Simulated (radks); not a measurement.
Results of a calculation; reference values are marked as such.
O2-, 10 electrons, occupied as [Ne].

Level of theory: non-relativistic Kohn-Sham, LDA (Slater exchange, Perdew-Wang correlation), spin-unpolarised, spherical densities, point nucleus; Watson sphere of charge +2.39 and radius 3.98 bohr (a radial shooting solver on a logarithmic mesh with Libxc functionals).

Energy parts (Ry; the electron-nucleus part includes the sphere):
total: -160.65111
kinetic: 148.41962
electron-nucleus: -378.90310
Hartree: 86.42334
exchange-correlation: -16.59097

Orbitals (lengths in bohr, moments of r in powers of bohr; <r^-3> diverges for s and p1/2):
orbital  occ.  eigenvalue (Ry)    <r^2>     <r^4>     <r>  <r^-3>
1s          2        -37.09194  0.05451  0.007786  0.2009       -
2s          2         -1.41223    1.844     7.695   1.215       -
2p          6         -0.41385    5.100     88.24   1.839   3.580

The highest occupied level is 2p at -5.631 eV. The electron density at the nucleus is 307.5 e/bohr^3. Summed over all electrons, <r^2> = 34.40 bohr^2, which gives a Langevin (diamagnetic) susceptibility term of -27.2 x 10^-6 cm^3/mol.
